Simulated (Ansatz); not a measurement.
Worked example: C4H6F4 + CH6O3Si → C3H4F4O + C2H8O2Si

Species: C4H6F4 `CC(F)(CF)C(F)F`, singlet; CH6O3Si `CO[SiH](O)O`, singlet; C3H4F4O `OC(F)(CF)C(F)F`, singlet; C2H8O2Si `CO[SiH](C)O`, singlet. The partners trade CH3 for OH: C–CH3 and Si–OH bonds give way to C–OH and Si–CH3.

Shapes, held fixed at every level: PBE0-D4/def2-TZVP. Flexible molecules stand in one conformer, not always the lowest. Programs: Ansatz 0.2.0. Electronic energies: no zero-point or thermal term.

At MP2/def2-TZVPP; 1 Eh = 2625.50 kJ/mol:

```
 species  energy (Eh)
  C4H6F4  -554.620260
 CH6O3Si  -556.181115
 C3H4F4O  -590.525289
C2H8O2Si  -520.223126
```

**Question.** Work out ΔE of the reaction at this level.

**Answer.** 
1. Products less reactants: (-590.525289) + (-520.223126) − [(-554.620260) + (-556.181115)] = 0.052960 Eh = +139.0 kJ/mol.

Other levels give +115.6 (PBE-D4/def2-TZVPP) to +136.8 kJ/mol (HF/def2-TZVPP). No measured value is set beside it here. The median of the other levels is +126.7 kJ/mol.
